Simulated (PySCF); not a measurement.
Species: (F2In-mu-OH)2.
Geometry (PBE0-D3(BJ)/def2-SVP, Å), atoms numbered from 1 in this order:
```
atom  x, y, z in Å
In1    0.3944    1.6109    0.0068
F2     0.7166    2.6649    1.6046
F3     0.4620    2.3211   -1.8043
O4     1.3127   -0.3001    0.1407
In5   -0.3588   -1.6122    0.1535
F6    -0.5493   -2.4567   -1.5902
F7    -0.6068   -2.5751    1.8208
O8    -1.2690    0.3063    0.1935
H9     2.1422   -0.5199   -0.2978
H10   -2.1193    0.4840   -0.2233
```

Level of theory: PBE0-D3(BJ)/def2-SVP geometry optimisation, gas phase, def2 core potentials past Kr (PySCF 2.14.0).

Which atoms are bound to In1, and at what distances?

4 atoms: F2 1.941 Å, F3 1.947 Å, O8 2.122 Å, O4 2.124 Å. The nearest atom not counted as bound is H10, at 2.76 Å (others tie with it).

List the angles at In1.

```csv
angle,degrees,distance of the outer atoms (Å)
F2–In1–F3,124.2,3.44
F2–In1–O8,113.0,3.39
F3–In1–O4,111.8,3.37
F2–In1–O4,111.4,3.36
F3–In1–O8,109.5,3.32
O4–In1–O8,77.3,2.65
```

Describe the arrangement about In1 in numbers.

Angles from 77.3° to 124.2°; τ4 = (360° − α − β)/141° = 0.87 with α and β the two widest (0 for a square, 1 for a tetrahedron).

What are the other bond lengths?

O4–H9, O8–H10 0.964 Å.

Give some angles away from the centre.

In1–O4–In5 102.5°, In1–O8–In5 102.6°.

What are the rotational constants (commonest isotopes, rigid rotor)?

A = 1753, B = 420.6, C = 372.3 MHz: a near-prolate asymmetric top.

Point group: near C2v, missed by 0.12 Å at most; the miss may be what the optimiser left on a soft mode (C2 holds within 0.08 Å). Charge 0, singlet. No frequency check.

One conformer stands for the species.
